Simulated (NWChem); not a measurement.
System: CH₅FO₂Si; SMILES OC[Si@H](O)F

Excerpt of the output:

```
             Northwest Computational Chemistry Package (NWChem) 7.3.0
             --------------------------------------------------------

 C1  symmetry detected

                             Geometry "geometry" -> ""
                             -------------------------

 Output coordinates in angstroms (scale by  1.889725989 to convert to a.u.)

  No.       Tag          Charge          X              Y              Z
 ---- ---------------- ---------- -------------- -------------- --------------
    1 O                    8.0000    -0.00672668    -2.17776326     0.01482122
    2 C                    6.0000    -0.84900951    -1.06586649    -0.21349129
    3 Si                  14.0000     0.00077645     0.49841792     0.36413632
    4 O                    8.0000    -0.75847815     1.80542364    -0.29670372
    5 F                    9.0000     1.51796032     0.36387122    -0.22901129
    6 H                    1.0000     0.83455488    -1.99999072    -0.42163393
    7 H                    1.0000    -1.15432875    -0.96383222    -1.27562219
    8 H                    1.0000    -1.78097849    -1.23313454     0.35105508
    9 H                    1.0000     0.16141694     0.63380046     1.83645341
   10 H                    1.0000    -0.51748209     2.68438105     0.00894857

 Effective nuclear repulsion energy (a.u.)     251.3700314690

                                 NWChem DFT Module
                                 -----------------

 Summary of "ao basis" -> "ao basis" (spherical)
 ------------------------------------------------------------------------------
       Tag                 Description            Shells   Functions and Types
 ---------------- ------------------------------  ------  ---------------------
 O                         def2-tzvp                11       31   5s3p2d1f
 C                         def2-tzvp                11       31   5s3p2d1f
 Si                        def2-tzvp                13       37   5s5p2d1f
 F                         def2-tzvp                11       31   5s3p2d1f
 H                         def2-tzvp                 4        6   3s1p

            General Information
            -------------------
          SCF calculation type: DFT
          Wavefunction type:  closed shell.
          No. of atoms     :    10
          No. of electrons :    50
           Alpha electrons :    25
            Beta electrons :    25
          Charge           :     0
          Spin multiplicity:     1
          Use of symmetry is: off; symmetry adaption is: off
          Maximum number of iterations: 150
          AO basis - number of functions:   191
                     number of shells:    77
          Convergence on energy requested:  1.00D-06
          Convergence on density requested:  1.00D-05
          Convergence on gradient requested:  5.00D-04

              XC Information
              --------------
                      r^2SCAN Method XC Functional
               r^2SCAN metaGGA Exchange Functional  1.000
                     r^2SCAN Correlation Potential  1.000

             Grid Information
             ----------------
          Grid used for XC integration:  medium
          Radial quadrature: Mura-Knowles
          Angular quadrature: Lebedev.
          Tag              B.-S. Rad. Rad. Pts. Rad. Cut. Ang. Pts.
          ---              ---------- --------- --------- ---------
          O                   0.60       49          12.0       434
          C                   0.70       49          11.0       434
          Si                  1.10       88          10.0       590
          F                   0.50       49          11.0       434
          H                   0.35       45          12.0       434
          Grid pruning is: on
          Number of quadrature shells:   509
          Spatial weights used:  Erf1

      Superposition of Atomic Density Guess
      -------------------------------------

 Sum of atomic energies:        -577.99247757

      Non-variational initial energy
      ------------------------------

 Total energy =    -579.723213
 1-e energy   =   -1298.738049
 2-e energy   =     467.644805
 HOMO         =      -0.322502
 LUMO         =       0.029120

------------------------------------------------------------
EAF file 0: "./job.aoints.0" size=574095360 bytes
------------------------------------------------------------
               write      read    awrite     aread      wait
               -----      ----    ------     -----      ----
     calls:     1095         0         0         0         0
   data(b): 5.74e+08  0.00e+00  0.00e+00  0.00e+00
   time(s): 0.00e+00  0.00e+00  0.00e+00  0.00e+00  0.00e+00
rate(mb/s): 0.00e+00  0.00e+00
------------------------------------------------------------

     ---------------------------------------------
      Total Density - Mulliken Population Analysis
     ---------------------------------------------

    Atom       Charge   Shell Charges
 -----------   ------   -------------------------------------------------------
    1 O    8     8.66   0.79  1.18  0.59  0.94  0.26  1.96  2.13  0.78  0.00  0.02  0.00
    2 C    6     6.23   0.86  1.12  0.53  0.67  0.12  1.14  1.33  0.37  0.02  0.07  0.01
    3 Si  14    12.86   2.00  0.59  1.39  0.80  0.35  4.10  1.73  0.47  0.81  0.17  0.19  0.17  0.08
    4 O    8     8.84   0.79  1.18  0.59  0.95  0.24  2.02  2.20  0.85  0.00  0.01  0.00
    5 F    9     9.53   0.77  1.20  0.61  1.01  0.31  2.37  2.36  0.88  0.00  0.01  0.00
    6 H    1     0.56   0.20  0.27  0.06  0.04
    7 H    1     0.86   0.24  0.45  0.15  0.02
    8 H    1     0.85   0.24  0.45  0.13  0.02
    9 H    1     1.06   0.23  0.53  0.30  0.01
   10 H    1     0.55   0.19  0.25  0.06  0.04

   convergence    iter        energy       DeltaE   RMS-Dens  Diis-err
 ---------------- ----- ----------------- --------- --------- ---------
 d= 0,ls=0.0,diis     1   -580.8659676932 -8.32D+02  6.21D-03  1.41D+00
 d= 0,ls=0.0,diis     2   -580.7294662923  1.37D-01  3.81D-03  2.91D+00
 d= 0,ls=0.0,diis     3   -580.9746655734 -2.45D-01  5.53D-04  8.75D-02
 d= 0,ls=0.0,diis     4   -580.9811871786 -6.52D-03  1.74D-04  2.23D-03
 d= 0,ls=0.0,diis     5   -580.9813979430 -2.11D-04  4.38D-05  1.38D-04
  Resetting Diis
 d= 0,ls=0.0,diis     6   -580.9814096807 -1.17D-05  1.43D-05  3.72D-05
 d= 0,ls=0.0,diis     7   -580.9814125835 -2.90D-06  9.19D-06  2.18D-06
 d= 0,ls=0.0,diis     8   -580.9814123314  2.52D-07  5.06D-06  5.33D-06

         Total DFT energy =     -580.981412331352
      One electron energy =    -1303.210320477745
           Coulomb energy =      526.714956153249
    Exchange-Corr. energy =      -55.856079475842
 Nuclear repulsion energy =      251.370031468985

 Numeric. integr. density =       49.999987982815

                       DFT Final Molecular Orbital Analysis
                       ------------------------------------

 Vector   23  Occ=2.000000D+00  E=-3.135957D-01
              MO Center= -4.5D-01,  8.0D-01, -1.7D-02, r^2= 3.6D+00
   Bfn.  Coefficient  Atom+Function         Bfn.  Coefficient  Atom+Function
  ----- ------------  ---------------      ----- ------------  ---------------
   107      0.311889   4 O  pz              110      0.267648   4 O  pz
   113      0.187464   4 O  pz              105     -0.186480   4 O  px
   108     -0.160471   4 O  px                7      0.123280   1 O  py
   111     -0.117919   4 O  px              181     -0.113602   9 H  s
    10      0.100944   1 O  py              182     -0.099280   9 H  s

 Vector   24  Occ=2.000000D+00  E=-2.994759D-01
              MO Center= -3.5D-01, -8.7D-01,  1.2D-01, r^2= 3.6D+00
   Bfn.  Coefficient  Atom+Function         Bfn.  Coefficient  Atom+Function
  ----- ------------  ---------------      ----- ------------  ---------------
     8      0.260770   1 O  pz               11      0.216850   1 O  pz
   107      0.165581   4 O  pz               38      0.164526   2 C  py
    14      0.148919   1 O  pz              175     -0.143791   8 H  s
   110      0.139659   4 O  pz                5      0.127407   1 O  s
    41      0.126701   2 C  py                7     -0.125033   1 O  py

 Vector   25  Occ=2.000000D+00  E=-2.367042D-01
              MO Center= -2.6D-01, -1.5D+00, -5.1D-02, r^2= 2.2D+00
   Bfn.  Coefficient  Atom+Function         Bfn.  Coefficient  Atom+Function
  ----- ------------  ---------------      ----- ------------  ---------------
     8      0.292861   1 O  pz               11      0.246349   1 O  pz
     7      0.210413   1 O  py               14      0.210229   1 O  pz
    10      0.177945   1 O  py               66     -0.165781   3 Si s
    13      0.157839   1 O  py              169      0.148222   7 H  s
     6      0.140446   1 O  px               36     -0.139841   2 C  s

 Vector   26  Occ=0.000000D+00  E= 4.324530D-04
              MO Center= -2.1D-01,  6.0D-01,  3.3D-01, r^2= 5.7D+00
   Bfn.  Coefficient  Atom+Function         Bfn.  Coefficient  Atom+Function
  ----- ------------  ---------------      ----- ------------  ---------------
    81      0.706868   3 Si py              104     -0.652819   4 O  s
   188      0.437145  10 H  s                 5      0.421637   1 O  s
    44      0.404727   2 C  py               36      0.388917   2 C  s
    78      0.271757   3 Si py               80     -0.202292   3 Si px
   164     -0.198054   6 H  s                67     -0.193660   3 Si s

 Vector   27  Occ=0.000000D+00  E= 1.511742D-02
              MO Center=  2.5D-01,  6.4D-01,  2.8D-01, r^2= 5.2D+00
   Bfn.  Coefficient  Atom+Function         Bfn.  Coefficient  Atom+Function
  ----- ------------  ---------------      ----- ------------  ---------------
    80      0.730765   3 Si px               36      0.602857   2 C  s
    81      0.550036   3 Si py              164      0.424043   6 H  s
   188      0.376937  10 H  s                 5     -0.356462   1 O  s
   104     -0.281050   4 O  s               135     -0.276257   5 F  s
    67     -0.267438   3 Si s                77      0.243742   3 Si px

 Vector   28  Occ=0.000000D+00  E= 4.300696D-02
              MO Center= -5.1D-01, -2.0D-01, -1.1D-01, r^2= 6.7D+00
   Bfn.  Coefficient  Atom+Function         Bfn.  Coefficient  Atom+Function
  ----- ------------  ---------------      ----- ------------  ---------------
    36      2.319907   2 C  s                67     -1.464164   3 Si s
   170     -1.105446   7 H  s               176     -0.678342   8 H  s
    80      0.586618   3 Si px              104      0.582144   4 O  s
   164     -0.550585   6 H  s                81      0.534297   3 Si py
   188     -0.536166  10 H  s                44      0.530643   2 C  py

------------------------------------------------------------
EAF file 0: "./job.aoints.0" size=879755264 bytes
------------------------------------------------------------
               write      read    awrite     aread      wait
               -----      ----    ------     -----      ----
     calls:     1678         7         0     11739     11739
   data(b): 8.80e+08  3.67e+06  0.00e+00  6.15e+09
   time(s): 0.00e+00  0.00e+00  0.00e+00  0.00e+00  0.00e+00
rate(mb/s): 0.00e+00  0.00e+00
------------------------------------------------------------

     ---------------------------------------------
      Total Density - Mulliken Population Analysis
     ---------------------------------------------

    Atom       Charge   Shell Charges
 -----------   ------   -------------------------------------------------------
    1 O    8     8.45   0.79  1.18  0.59  0.92  0.33  1.89  1.93  0.79  0.00  0.03  0.00
    2 C    6     6.13   0.85  1.12  0.51  0.66  0.04  1.27  1.27  0.30  0.02  0.07  0.01
    3 Si  14    13.33   2.01  0.57  1.39  0.82  0.26  4.13  1.69  0.58  1.01  0.17  0.28  0.30  0.11
    4 O    8     8.54   0.79  1.18  0.59  0.91  0.30  1.90  1.97  0.88  0.00  0.02  0.00
    5 F    9     9.35   0.77  1.20  0.62  0.96  0.37  2.27  2.17  0.98  0.00  0.01  0.00
    6 H    1     0.68   0.26  0.34  0.04  0.05
    7 H    1     0.90   0.27  0.49  0.12  0.02
    8 H    1     0.89   0.27  0.50  0.10  0.02
    9 H    1     1.06   0.25  0.54  0.26  0.01
   10 H    1     0.67   0.25  0.33  0.04  0.05

     -------------------------------------------
      Total Density - Lowdin Population Analysis
     -------------------------------------------

    Atom       Charge   Shell Charges
 -----------   ------   -------------------------------------------------------
    1 O    8     8.03   0.87  1.09  0.54  0.58  0.30  1.74  1.90  0.94  0.00  0.07  0.00
    2 C    6     6.46   0.91  1.04  0.38  0.36  0.19  1.11  1.40  0.60  0.03  0.41  0.06
    3 Si  14    13.93   2.00  0.83  1.09  0.46  0.27  3.85  1.87  0.67  0.96  0.41  0.32  0.81  0.38
    4 O    8     8.11   0.87  1.09  0.53  0.58  0.31  1.76  1.93  1.01  0.00  0.03  0.00
    5 F    9     9.02   0.86  1.10  0.60  0.72  0.39  2.14  2.17  1.04  0.00  0.01  0.00
    6 H    1     0.83   0.25  0.31  0.10  0.16
    7 H    1     0.88   0.25  0.40  0.16  0.06
    8 H    1     0.87   0.25  0.39  0.16  0.06
    9 H    1     1.05   0.25  0.48  0.30  0.02
   10 H    1     0.82   0.24  0.31  0.10  0.16

     Multipole analysis of the density
     ---------------------------------

     L   x y z        total         alpha         beta         nuclear
     -   - - -        -----         -----         ----         -------
     0   0 0 0     -0.000000    -25.000000    -25.000000     50.000000

     1   1 0 0     -0.171183     -0.085591     -0.085591      0.000000
     1   0 1 0      0.721095      0.360547      0.360547     -0.000000
     1   0 0 1      0.086714      0.043357      0.043357     -0.000000

     2   2 0 0    -27.785863    -76.672425    -76.672425    125.558986
     2   1 1 0     -0.673010     -0.195679     -0.195679     -0.281651
     2   1 0 1     -0.769490     -1.366014     -1.366014      1.962537
     2   0 2 0    -25.761226   -172.794219   -172.794219    319.827213
     2   0 1 1      2.605017     -1.269419     -1.269419      5.143856
     2   0 0 2    -27.174819    -28.958539    -28.958539     30.742259
```

Level: r2SCAN/def2-TZVP. All runs use the structure optimised with PBE0/def2-SVP.

**Question.** Which NWChem input produces such a log?

**Answer.** One answer among several that fit: the input that was run:
```
start job
memory heap 200 mb stack 900 mb global 1100 mb
geometry units angstroms noautoz
  O      0.145738    -2.206187     0.022379
  C     -0.745988    -1.147529    -0.263889
  Si    -0.013060     0.471088     0.324049
  O     -0.812759     1.722674    -0.393903
  F      1.535270     0.413972    -0.196706
  H      0.995156    -1.987547    -0.378291
  H     -1.006719    -1.079127    -1.340501
  H     -1.692410    -1.358892     0.260390
  H      0.070955     0.637694     1.799527
  H     -0.635914     2.618438    -0.093235
end
basis spherical
  * library def2-tzvp
end
dft
  xc r2scan
  iterations 150
  semidirect filesize 400000000
  mulliken
end
task dft energy
```
